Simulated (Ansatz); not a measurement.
Reaction (redistribution): `[BH2][AlH][CH3]` + `C[CH](F)[AlH2]` → `[BH2][Al]([CH3])[CH3]` + `F[CH2][AlH2]`

Isolated molecules relaxed with PBE0-D4/def2-TZVP in Ansatz; ΔE leaves out vibrations. CBS: MP2 limit from def2 TZ/QZ plus the TZ coupled-cluster correction, frozen cores. DFT in def2-TZVPP. HSE06 is defined as in plane-wave codes.

| species | HSE06 energy (Eh) |
| --- | --- |
| `[BH2][AlH][CH3]` | -308.74696 |
| `C[CH](F)[AlH2]` | -421.81499 |
| `[BH2][Al]([CH3])[CH3]` | -348.03970 |
| `F[CH2][AlH2]` | -382.53581 |

Work out ΔE.

ΔE = (-348.03970) + (-382.53581) − (-308.74696) − (-421.81499) = -0.01356 Eh = -35.6 kJ/mol. CCSD(T)/CBS gives -35.9 kJ/mol.

Largest T1 diagnostic among the species: 0.011.

From BLYP to BHLYP (50 % exact exchange), in def2-TZVPP and without D4, ΔE moves by +3.4 kJ/mol. In def2-TZVPP, CCSD(T) changes the Hartree–Fock value by −5.6 kJ/mol (the triples alone add −0.4 kJ/mol) and MP2 by −8.1 kJ/mol. At CCSD(T), def2-SVP lies +16.3 kJ/mol from the extrapolated value and def2-TZVPP +1.4 kJ/mol.
